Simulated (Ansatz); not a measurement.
Consider the cleavage of the Si–Al bond: `N[SiH]([AlH2])[SiH3]` + CH₃OH → `CO[SiH](N)[SiH3]` + `[AlH3]`.

Program: Ansatz. Geometries: PBE0-D4/def2-TZVP. ΔE: electronic, gas phase. CBS: MP2 limit from def2 TZ/QZ plus the TZ coupled-cluster correction, frozen cores. This one scheme is used for every species. Each species was taken in one conformer, which may not be the lowest.

```
               species  CCSD(T)/CBS(def2) energy (Eh)
`N[SiH]([AlH2])[SiH3]`                     -879.68038
                 CH₃OH                     -115.61712
    `CO[SiH](N)[SiH3]`                     -751.55866
              `[AlH3]`                     -243.78045
```

Q: Work out ΔE.

A: ΔE = (-751.55866) + (-243.78045) − (-879.68038) − (-115.61712) = -0.04161 Eh = -1.13 eV.

Largest T1 diagnostic among the species: 0.013.

In def2-TZVPP, CCSD(T) changes the Hartree–Fock value by +0.18 eV (the triples alone add +0.02 eV) and MP2 by +0.09 eV. From PBE to PBE0 (25 % exact exchange), in def2-TZVPP and without D4, ΔE moves by −0.07 eV.
